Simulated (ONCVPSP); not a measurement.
## Which change was made? (Sn, ONCV)

| Item | Value |
| --- | --- |
| Element | Sn (Z = 50) |
| Generator | ONCVPSP 4.0.1 |
| Type | optimised norm-conserving Vanderbilt (ONCV) |
| Functional | revPBE |
| Relativity | scalar-relativistic |
| Frozen core | [Kr] |
| Valence charge | 14 |
| Reference configuration | 4d10 5s1.75 5p2.25 |
| Partial waves | 5s: rc 1.75 bohr, ncon 4, nbas 7, qcut 4.5 1/bohr, 2 projectors, debl 2.6 Ha; 5p: rc 2.25 bohr, ncon 3, nbas 6, qcut 3.1 1/bohr, 2 projectors, debl 1 Ha; 4d: rc 1.35 bohr, ncon 4, nbas 9, qcut 13.4 1/bohr, 1 projector |
| Local potential | polynomial inside 1.30 bohr (lpopt 3, dvloc0 1 Ha) |
| Core correction | none |

Cutoffs, loose and tight: the cutoffs (Ha) at which the residual kinetic energy of the hardest occupied pseudo-wave falls to 1 and 0.1 mHa per electron. They do not see the model core or the augmentation charge, which bear on the density cutoff. Test errors are all-electron minus pseudo excitation energies from the reference, over the configurations 4d10 5s2 5p2; 4d10 5s2 5p1; 4d10 5s2 5p0; 4d10 5s1 5p2; variants that change the core or the reference have their own tests.

The base gives: outcome: generated; cutoff, loose: 48 Ha; cutoff, tight: 58 Ha; bound ghosts: s; GHOST(+) flags above zero: p; largest test error (meV): -3.7.

(1) After one change the result is: outcome: generated; cutoff, loose: 48 Ha; cutoff, tight: 58 Ha; bound ghosts: s; GHOST(+) flags above zero: p; largest test error (meV): +11. Which change was it?
A. reference 4d10 5s2 5p1
B. s: qcut 5.7; p: qcut 3.9; d: qcut 16.9
C. core [Ar] 3d10, valence charge 22; reference 4s2 4p6 4d10 5s2; waves now 4s+5s: rc 1.60 bohr, ncon 3, nbas 8, qcut 8.4 1/bohr, 2 projectors; 4p: rc 1.35 bohr, ncon 3, nbas 7, qcut 8 1/bohr, local; 4d: rc 1.50 bohr, ncon 4, nbas 8, qcut 8.5 1/bohr, 2 projectors, debl 2.8 Ha; local potential the p channel

## Answers

(1) A. The others give: core [Ar] 3d10, valence charge 22; reference 4s2 4p6 4d10 5s2; waves now 4s+5s: rc 1.60 bohr, ncon 3, nbas 8, qcut 8.4 1/bohr, 2 projectors; 4p: rc 1.35 bohr, ncon 3, nbas 7, qcut 8 1/bohr, local; 4d: rc 1.50 bohr, ncon 4, nbas 8, qcut 8.5 1/bohr, 2 projectors, debl 2.8 Ha; local potential the p channel → outcome: generated; cutoff, loose: 33 Ha; cutoff, tight: 45 Ha; bound ghosts: none; GHOST(+) flags above zero: none; largest test error (meV): +1605 | s: qcut 5.7; p: qcut 3.9; d: qcut 16.9 → outcome: failed: ERROR pspot: first pseudo wave function has node, program will stop.
